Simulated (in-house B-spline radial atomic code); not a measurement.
Computed with a B-spline radial atomic code. Model: two electrons, singlet ground state, non-relativistic, full CI in B-splines with partial waves to l = 8 (at full coupling up to 3e-4 hartree above the limit, correlation up to 0.6 % small), density held at that of full coupling by Lieb maximisation.

Along the adiabatic connection the electron repulsion is scaled by a coupling λ while a local potential keeps the density fixed. At λ = 0 the system is the Kohn-Sham one and W equals the exchange energy; the exchange-correlation energy is the area under W between 0 and 1. The kinetic energy rises with λ as the electrons avoid each other, with dT/dλ = −λ dW/dλ.

Command:
```bash
python run_ac.py task.json out
```
Settings (lengths in bohr, energies in hartree):
```
potential              gauss
strength               5.11
lmax                   8
second                 1.71
```

Cost of the run: 25 s on 1 thread of Intel(R) Xeon(R) Processor @ 2.30GHz, with other jobs on the host.

**W = mean repulsion less Hartree energy, and W of three functionals.**

Given: confinement Gaussian well; well depth 5.11 hartree; well width 1.71 bohr; external potential -V exp(-r^2/w^2).

Computed: LDA exchange minus exact 130.26 millihartree; PBE exchange minus exact 36.664 millihartree.

```
coupling  W xc (hartree)  W xc minus exchange (millihartree)  kinetic minus Kohn-Sham (millihartree)  LDA (PW92) W minus its exchange (millihartree)  PBE W minus its exchange (millihartree)  SCAN W minus its exchange (millihartree)
       0        -0.88887                                   0                                       0                                               0                                        0                                         0
    0.02        -0.89079                               -1.92                                    0.02                                          -11.66                                    -3.03                                     -1.88
    0.05        -0.89364                              -4.763                                    0.12                                          -23.74                                     -7.4                                     -4.63
    0.12               ?                                   ?                                       ?                                               ?                                        ?                                         ?
    0.25        -0.91151                             -22.633                                    2.77                                           -74.7                                   -32.87                                    -21.56
     0.4        -0.92377                             -34.893                                    6.74                                         -101.11                                    -49.1                                    -33.04
     0.6        -0.93876                             -49.888                                   14.21                                         -129.41                                   -68.14                                    -47.08
     0.8        -0.95238                             -63.509                                   23.73                                         -152.77                                   -84.92                                    -59.88
       1        -0.96479                             -75.919                                   34.88                                         -172.77                                   -99.93                                    -71.64
     1.4               ?                                   ?                                       ?                                               ?                                        ?                                         ?
       2         -1.0131                             -124.18                                  105.61                                         -244.21                                  -157.42                                    -118.7
       3          -1.046                             -157.15                                  187.08                                         -290.67                                  -197.25                                   -152.54
     4.5         -1.0796                             -190.72                                   311.2                                          -338.3                                  -239.51                                   -188.62
       7         -1.1141                             -225.26                                  505.92                                         -389.25                                  -285.87                                   -227.01
      10         -1.1392                              -250.3                                   715.8                                         -428.29                                  -322.01                                   -254.78
```

Question: What belongs in the row 0.12?

Answer: W xc (hartree): -0.9001; W xc minus exchange (millihartree): -11.228; kinetic minus Kohn-Sham (millihartree): 0.67; LDA (PW92) W minus its exchange (millihartree): -45.14; PBE W minus its exchange (millihartree): -16.94; SCAN W minus its exchange (millihartree): -10.8.

Question: What belongs in the row 1.4?

Answer: W xc (hartree): -0.98653; W xc minus exchange (millihartree): -97.658; kinetic minus Kohn-Sham (millihartree): 60.84; LDA (PW92) W minus its exchange (millihartree): -205.84; PBE W minus its exchange (millihartree): -125.88; SCAN W minus its exchange (millihartree): -92.53.

Question: What is the SCAN exchange minus exact?

Answer: 4.4967 millihartree.

**Energy parts, natural occupations and partial-wave weights.**

Computed: total energy -4.3996 hartree; correlation energy -0.041041 hartree; kinetic part of the DFT correlation energy 0.034878 hartree; initial slope twice GL2 -0.096511 hartree; kinetic part over minus potential part 0.45941; Kohn-Sham kinetic 1.8303 hartree; Lieb Oxford ratio E_xc over LDA exchange 1.2258.

```json
{"natural": "s", "occupation of the shell (electrons)": "1.9805"}
{"natural": "p", "occupation of the shell (electrons)": "?"}
{"natural": "s", "occupation of the shell (electrons)": "0.0014328"}
{"natural": "d", "occupation of the shell (electrons)": "0.00059896"}
{"natural": "p", "occupation of the shell (electrons)": "0.00016333"}
{"natural": "f", "occupation of the shell (electrons)": "7.382e-05"}
```

Question: What belongs in the row p?

Answer: occupation of the shell (electrons): 0.017161.

| wave | weight |
| --- | --- |
| s | 0.99096 |
| p | 0.0086674 |
| d | ? |
| f | 4.1302e-05 |
| g | 9.2306e-06 |

Question: What belongs in the row d?

Answer: weight: 0.00031576.

Question: What is the exchange energy?

Answer: -0.88887 hartree.

Question: What is the Hartree energy?

Answer: 1.7777 hartree.

Half-way to full coupling W has made 56 % of its drop, against 50 % for a straight line, and second-order (GL2) theory, half the initial slope, overshoots the correlation energy by about 18 %: a moderate bend, as in light atoms. Over couplings 0 to 1 the errors in E_xc come to about +63 millihartree for LDA, +22 millihartree for PBE, +6.7 millihartree for SCAN, so SCAN is nearest. In LDA and PBE the errors of exchange and correlation have opposite signs, so the sum is smaller than the larger of the two.
